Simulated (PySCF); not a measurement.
CH8N2Si2. Atoms are numbered in the order given.

```xyz
13

N      2.0257    -1.0370     0.6206
Si     0.5199    -0.7921    -0.1745
N     -0.8263    -0.5421     0.8992
C     -1.5903     0.6453     0.5189
Si    -0.3946     1.2592    -0.8636
H      2.4180    -0.3638     1.2674
H      2.7241    -1.6666     0.2458
H      0.4642    -1.9496    -1.1279
H     -1.1863    -1.1363     1.6397
H     -1.7135     1.3663     1.3484
H     -2.5994     0.4199     0.1245
H      0.3143     2.5304    -0.5088
H     -1.0299     1.4425    -2.2071
```
Charge 0, spin multiplicity 1.

Coordinates come from a PBE0-D3(BJ)/def2-SVP optimisation. The structure was generated by enumeration; whether it is a known compound was not checked. The values are those of a single conformer.

Calculation: TDDFT-CAM-B3LYP/def2-SVPD in PySCF 2.14.0.

Vertical excitations. Gas-phase values at a fixed geometry.

Q: Give excitation energies, oscillator strengths and character. (An estimate is asked for; the answer gives what the named calculation found.)

A: 
```csv
state,energy (eV),λ (nm),f,main pairs
S1,5.89,210,0.013,"HOMO→LUMO 69 %, HOMO→LUMO+1 12 %"
S2,5.98,207,0.008,"HOMO→LUMO+1 55 %, HOMO→LUMO+2 17 %, HOMO→LUMO 15 %"
S3,6.25,198,0.046,"HOMO−1→LUMO 45 %, HOMO→LUMO+2 19 %, HOMO→LUMO+1 10 %"
S4,6.42,193,0.026,HOMO−1→LUMO+1 64 %
S5,6.49,191,0.042,"HOMO→LUMO+3 40 %, HOMO−1→LUMO 24 %, HOMO→LUMO+2 14 %, HOMO→LUMO+1 7 %"
S6,6.70,185,0.055,"HOMO→LUMO+3 35 %, HOMO→LUMO+2 25 %, HOMO→LUMO+1 9 %, HOMO−1→LUMO 7 %"
S7,6.98,178,0.188,"HOMO−1→LUMO+3 40 %, HOMO−1→LUMO+2 31 %"
S8,7.09,175,0.028,"HOMO−1→LUMO+3 25 %, HOMO−2→LUMO 13 %, HOMO−1→LUMO+2 13 %, HOMO−1→LUMO+4 11 %"
S9,7.27,171,0.065,"HOMO−1→LUMO+2 30 %, HOMO→LUMO+4 20 %, HOMO−1→LUMO+3 10 %, HOMO→LUMO+5 5 %"
S10,7.41,167,0.002,"HOMO→LUMO+5 45 %, HOMO−1→LUMO+5 15 %, HOMO−1→LUMO+3 9 %"
T1,5.31,234,0,"HOMO→LUMO 60 %, HOMO→LUMO+3 10 %, HOMO−1→LUMO 10 %"
T2,5.53,224,0,HOMO→LUMO+1 56 %
T3,5.73,216,0,"HOMO→LUMO+2 49 %, HOMO−1→LUMO+1 15 %, HOMO→LUMO+3 12 %, HOMO→LUMO+1 10 %"
T4,5.92,209,0,"HOMO−1→LUMO 47 %, HOMO−1→LUMO+1 8 %, HOMO−1→LUMO+3 8 %, HOMO−1→LUMO+4 7 %"
```
Triplets are in the Tamm–Dancoff approximation, which puts them higher than full response would, so one can lie above its singlet here.
